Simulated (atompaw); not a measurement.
**What one change does to a pseudopotential (Gd, PAW (atompaw))**

atompaw 4.2.0.5 input, output lines left out:

```
Gd 64
GGA-PBESOL scalarrelativistic loggrid 2001 logderivrange -6 5 276
6 6 5 4 0 0
6 0 1
6 1 0
5 2 2
4 3 7
0 0 0
c
c
c
c
v
v
c
c
c
v
v
c
c
v
v
3
3.00 2.80 2.70 1.65
n
n
y
2.9
n
y
0.85
n
bloechl besselshape
4 0 troulliermartins
```

Change: local potential troulliermartins scheme with l = 4 at 0 Ry, radius 2.22 bohr.

Cutoffs: the cutoffs (Ry, on a coarse ladder) from which the occupation-weighted sum of valence levels, in a spherical-Bessel basis at the reference potential, stays within 10 and 1 mRy of its value at 400 Ry; they do not see the model core or the augmentation charge, which bear on the density cutoff.

What does the change do?

The potential gets harder (30 Ry and 35 Ry → 40 Ry and 50 Ry); the range in which the s phases agree narrows (upper end 2.8 → 1.5); the range in which the p phases agree narrows (upper end 4.8 → 3.6); neither file shows a bound ghost.

| quantity | base | changed |
| --- | --- | --- |
| cutoff, loose | 30 Ry | 40 Ry |
| cutoff, tight | 35 Ry | 50 Ry |
| loose cutoff by channel (10 mRy a level) | s 10 Ry, p 15 Ry, d 15 Ry, f 21 Ry | s 18 Ry, p 21 Ry, d 21 Ry, f 30 Ry |
| bound ghosts | none | none |
| s: phases at 3.00 bohr within 0.05 rad from the reference energy up to (Ry; the scan ends near 5) | 2.8 | 1.5 |
| p: phases at 3.00 bohr within 0.05 rad from the reference energy up to (Ry; the scan ends near 5) | 4.8 | 3.6 |
| d: phases at 3.00 bohr within 0.05 rad from the reference energy up to (Ry; the scan ends near 5) | to the end of the scan | to the end of the scan |
| f: phases at 3.00 bohr within 0.05 rad from the reference energy up to (Ry; the scan ends near 5) | 3.6 | 3.7 |
| lowest overlap eigenvalue by channel | s 0.53, p 0.79, d 0.96, f 0.99 | s 0.29, p 0.55, d 0.76, f 1.00 |

 The cutoffs see the waves, projectors and local potential, not the compensation charge or the core.
